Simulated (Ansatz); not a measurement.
Ansatz (a quantum-chemistry and plane-wave program) input:

Ansatz 0.2 input:
```yaml
crystal:
  periodic: [false, false, false]
  atoms:
    - {symbol: Cs, position_ang: [-0.00000000, -0.00000000, -1.88345197]}
    - {symbol: Au, position_ang: [0.00000000, 0.00000000, 1.31126403]}
basis:
  gaussian:
    orbitals: def2-TZVPD
hamiltonian:
  xc: {name: PBE0}
total_charge: -1
magnetization: {spin_polarized: true, initial_magnetization: 1}
```

Q: Predict the final energy.

A: -155.95184 Eh (PBE0/def2-TZVPD). The basis has 75 functions.

This state (charge -1, doublet) is run at the relaxed geometry of the species with charge 0 and multiplicity 1.
